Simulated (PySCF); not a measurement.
Manganese: a sound run and one with changed settings

Sound run: Mn [Ar] 3d5 4s2, Mn⁺ [Ar] 3d5 4s1. Calculation: PySCF 2.14, in cc-pVDZ-DK; the spin-free X2C one-electron Hamiltonian (Gaussian nucleus). In the sound run the correlated levels freeze [Ar]. The sound run starts from symmetry-adapted Hartree-Fock orbitals and uses a fine grid where one is needed.

Changed run: basis STO-3G, all-electron and non-relativistic. This setting is unsound on purpose.

```json
{"species": "Mn", "method": "UHF", "sound run (hartree)": "-1157.38234", "changed run (hartree)": "-1137.64844", "converged": "yes"}
{"species": "Mn", "method": "r2SCAN", "sound run (hartree)": "-1158.51180", "changed run (hartree)": "-1138.57542", "converged": "yes"}
{"species": "Mn", "method": "MN15", "sound run (hartree)": "-1159.15644", "changed run (hartree)": "-1136.84436", "converged": "yes"}
{"species": "Mn", "method": "MP2", "sound run (hartree)": "-1157.48299", "changed run (hartree)": "-1137.66872", "converged": "yes"}
{"species": "Mn⁺", "method": "UHF", "sound run (hartree)": "-1157.16068", "changed run (hartree)": "-1137.50099", "converged": "yes"}
{"species": "Mn⁺", "method": "r2SCAN", "sound run (hartree)": "-1158.25671", "changed run (hartree)": "-1138.38976", "converged": "yes"}
{"species": "Mn⁺", "method": "MN15", "sound run (hartree)": "-1158.88440", "changed run (hartree)": "-1136.65488", "converged": "yes"}
{"species": "Mn⁺", "method": "MP2", "sound run (hartree)": "-1157.22907", "changed run (hartree)": "-1137.50111", "converged": "yes"}
```

Ionisation energy of Mn:

```
 method  sound run (eV)  changed run (eV)
    UHF           6.032             4.012
 r2SCAN           6.941             5.052
   MN15           7.403             5.156
    MP2           6.909             4.561
SCS-MP2           7.093             4.670
```

A minimal basis cannot let orbitals breathe on ionisation and holds almost no correlation. The Hamiltonian changed with the basis, so the totals do not compare.

For comparison, NIST gives 7.434 eV between the lowest levels.
